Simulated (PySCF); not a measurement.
Species: C6H8N2OS.
Z-matrix (Å and degrees, PBE0-D3(BJ)/def2-SVP geometry), rows numbered from 1:
```
C 
C   1  1.5253
C   2  1.4908  1  113.66
N   3  1.3087  2  123.35  1   115.85
N   4  1.3376  3  113.25  2  -179.23
C   5  1.3015  4  113.42  3     0.17
C   6  1.4874  5  125.14  4   179.92
C   7  1.4990  6  116.10  5     0.05
O   7  1.2092  6  119.61  5  -179.98
S   6  1.7319  5  113.64  4    -0.06
H   1  1.1001  2  110.96  3   -57.51
H   1  1.0995  2  110.46  3  -177.38
H   1  1.1009  2  111.56  3    62.79
H   2  1.0997  1  110.92  3   119.08
H   2  1.1028  1  110.05  3  -122.64
H   8  1.0964  7  109.23  6  -179.65
H   8  1.1003  7  109.99  6    58.75
H   8  1.1001  7  110.06  6   -57.95
```

Computed with PySCF at PBE0/pcSseg-1, non-relativistic, on one gas-phase PBE0-D3(BJ)/def2-SVP geometry that isn't relaxed in the solvent. The solvent is an IEF-PCM continuum (Bondi radii, 1.10 Å for H, scaled by 1.2). The model holds no explicit solvent molecules, cavitation or dispersion.

Gas phase at PBE0/pcSseg-1: HOMO -7.80 eV, LUMO -2.36 eV, dipole 2.10 D.

Question: What does the continuum do to the energy, the frontier levels and the dipole at PBE0/pcSseg-1 in chloroform and tetrahydrofuran?

Answer: 
```tsv
solvent	ε	E(solvent) − E(gas) (kJ/mol)	polarisation term (kJ/mol)	distortion of the solute (kJ/mol)	HOMO (eV)	LUMO (eV)	dipole (D)
chloroform	4.711	-23.98	-26.89	2.91	-7.92	-2.38	2.58
tetrahydrofuran	7.426	-27.55	-31.43	3.88	-7.94	-2.39	2.65
```

The polarisation term is half the interaction of the solute with the surface charges that it induces; the rest is the cost of distorting the solute's density. The sum is the electrostatic part of solvation alone. From chloroform to tetrahydrofuran the lowering changes by a factor 1.15, Onsager's factor (ε − 1)/(2ε + 1) by 1.14 and ε itself by 1.6.

Question: Which radius a makes the point-dipole formula ΔE = −[(ε − 1)/(2ε + 1)]·μ²/a³ give the value in tetrahydrofuran, with the gas-phase dipole?

Answer: μ = 0.825 au and |ΔE| = 0.01049 Eh give a = 1.57 Å; the farthest nucleus lies 4.71 Å from the centroid of the nuclei, so such a sphere wouldn't even hold the nuclei. The formula assumes a rigid point dipole at the centre of a sphere.

Question: Which IAO charges (PBE0/pcSseg-1) respond most in chloroform (means over atoms taken as equivalent)?

Answer: 
```json
{"atoms": "O9", "environment": "ketone oxygen", "gas (e)": "-0.406", "solvent (e)": "-0.432", "change": "-0.026"}
{"atoms": "N4", "environment": "pyridine-type nitrogen", "gas (e)": "-0.186", "solvent (e)": "-0.211", "change": "-0.025"}
{"atoms": "N5", "environment": "pyridine-type nitrogen", "gas (e)": "-0.161", "solvent (e)": "-0.178", "change": "-0.017"}
{"atoms": "S10", "environment": "thiophene-type sulfur", "gas (e)": "+0.319", "solvent (e)": "+0.333", "change": "+0.014"}
{"atoms": "C3", "environment": "substituted aromatic carbon", "gas (e)": "+0.001", "solvent (e)": "+0.014", "change": "+0.013"}
{"atoms": "C7", "environment": "ketone carbonyl carbon", "gas (e)": "+0.380", "solvent (e)": "+0.391", "change": "+0.011"}
{"atoms": "H14/H15", "environment": "methylene hydrogen", "gas (e)": "+0.163", "solvent (e)": "+0.169", "change": "+0.006"}
{"atoms": "H16/H17/H18", "environment": "methyl hydrogen", "gas (e)": "+0.172", "solvent (e)": "+0.178", "change": "+0.006"}
```

On one thread of an Intel Xeon Platinum 8259CL at 2.50 GHz, shared host with 96 logical CPUs at a one-minute load of 19, this took 50 s of wall time and 1.2 GiB of memory at its peak. This is the whole shielding run at PBE0/pcSseg-1 in tetrahydrofuran, SCF included.
